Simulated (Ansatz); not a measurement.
Input for Ansatz (a program for electronic structure): R-MP2/def2-TZVPPD on O3W (SMILES [O]=[W](=[O])=[O]), atoms moved off the minimum. Elements past Kr take the def2 small-core potentials; no spin–orbit coupling. Files ending in .json are basis or fitting sets from the Basis Set Exchange.

Ansatz 0.2 input:
```yaml
crystal:
  periodic: [false, false, false]
  atoms:
    - {symbol: W, position_ang: [-0.01062418, 0.17129685, 0.05789818]}
    - {symbol: O, position_ang: [1.10497684, -0.72761117, -1.01023048]}
    - {symbol: O, position_ang: [-0.73047237, -1.06067030, 1.08451490]}
    - {symbol: O, position_ang: [-1.08512038, 0.63474917, -0.90133349]}
basis:
  gaussian:
    orbitals: def2-TZVPPD.json
magnetization: {spin_polarized: false}
correlation: {method: mp2, electrons: outside_noble_gas}
scf: {lower_state_search: off}
output: {forces: true}
```

The head of its log:

```
WARN ansatz: RAYON_NUM_THREADS=4 ignored (pool sized by the plan → 4); use --threads N
Functional definition: HF
these checks for a lower state are left out or cut short: starts, cluster_reference, orbital_swaps, neighbouring_geometries, increment
integrals: 0.25 GiB planned
1145 factors; integrals over basis functions are off by at most 4.8e-4 eV
mean field: 0.61 GiB planned
mean field evaluation 1: about -7904.0282 eV, gradient 9.1e1 eV
mean field evaluation 2: about -7904.3047 eV, gradient 9.1e1 eV
mean field evaluation 4: about -7919.0898 eV, gradient 1.1e1 eV
mean field evaluation 8: about -7919.4083 eV, gradient 1.7e0 eV
mean field evaluation 16: about -7919.4276 eV, gradient 6.1e-5 eV
mean field -7919.42762742 eV, -291.0335973269 hartree, gradient 3.2e-6 eV, S^2 0.000000; 0 other end points of the search recorded, 0 dependent functions left out; unrestricted orbitals would lower it
7 core orbitals not correlated
reference -7919.42762742 eV, -291.0335973269 hartree; 12, 12 occupied and 160, 160 virtual orbitals, 1145 factors
densities: 0.60 GiB planned
```

Task: What total energy does the run end on?

Result: -292.0412 hartree.
